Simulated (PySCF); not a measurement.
C₂ClO₂Pt, neutral, multiplicity 2. Atoms are numbered in the order given.

```xyz
6

Pt     0.1114     0.0520     0.0000
Cl     0.2500     2.3534     0.0000
O     -2.6659    -1.2130     0.0000
C     -1.6850    -0.6017     0.0000
O      1.5335    -2.6449     0.0000
C      1.0381    -1.5989     0.0000
```
Charge 0, spin multiplicity 2.

Geometry: PBE-D3(BJ)/def2-SVP. The multiplicity is an assumed one; no other spin state was optimised. The isomer is the one that the SMILES or the coordinates give; other isomers of the formula were not compared. The def2 effective core potentials stand for the cores of Pt; spin–orbit coupling is left out.

These are PySCF with CAM-B3LYP/def2-TZVP values and carry that method's errors.

The molecule is in vacuum.

Task: Estimate the frontier levels, dipole moment and polarisability. (The exact figures need the calculation; the answer reports its results.)

Result: 
```json
{
 "α spin, highest occupied and lowest empty level": "-8.44 and -1.74 eV",
 "β spin, highest occupied and lowest empty level": "-9.46 and -3.25 eV",
 "dipole_moment": "2.94 D",
 "quadrupole, principal values (traceless, Buckingham form, about the centre of nuclear charge)": "-8.22, 3.97, 4.25 D·Å",
 "mean_static_polarisability": "77.6 bohr³ (11.51 Å³)",
 "polarisability_principal_values": "45.8, 79.5, 107.6 bohr³",
 "⟨S²⟩": "0.756 (pure state 0.75)"
}
```
